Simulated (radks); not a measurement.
Re LI, configuration [Ar] 3d7. Calculated with a radial shooting solver on a logarithmic mesh with Libxc functionals: non-relativistic Kohn-Sham, LDA (Slater exchange, Perdew-Wang correlation), spin-unpolarised, spherical densities, point nucleus; relativity is left out, which matters for an element this heavy.

Unscreened Slater integrals over Kohn-Sham orbitals (hartree). Empty in this configuration: 4s.

integral     value
F0(3d,3d)   5.2775
F2(3d,3d)   2.7287
F4(3d,3d)   1.7651
F0(3d,3p)   4.8206
F2(3d,3p)   2.3051
G1(3d,3p)   2.3985
G3(3d,3p)   1.6197
F0(3d,3s)   4.6611
G2(3d,3s)   1.7014
F0(3d,2p)   6.6701
F2(3d,2p)   2.0768
G1(3d,2p)   1.9639
G3(3d,2p)   1.1360
F0(3d,4s)   2.8621
G2(3d,4s)  0.26154
F0(3p,3p)   4.5521
F2(3p,3p)   2.2973
F0(3p,3s)   4.4198
G1(3p,3s)   2.8267
F0(3p,2p)   6.0165
F2(3p,2p)   1.5228
G0(3p,2p)  0.59137
G2(3p,2p)  0.65663
F0(3p,4s)   2.7925
G1(3p,4s)  0.29397
F0(3s,3s)   4.3127
F0(3s,2p)   5.6628
G1(3s,2p)  0.57142
F0(3s,4s)   2.7617
G0(3s,4s)  0.22089
F0(2p,2p)   12.675
F2(2p,2p)   6.0761
F0(2p,4s)   3.1924
G1(2p,4s)  0.17711
F0(4s,4s)   2.2657

Derived for the open shells (J is the average intra-shell exchange parameter used in DFT+U). 3d: Racah B = F2/49 - 5 F4/441 = 0.03568 hartree, C = 35 F4/441 = 0.1401 hartree, C/B = 3.93, F4/F2 = 0.647, J = (F2 + F4)/14 = 0.3210 hartree.
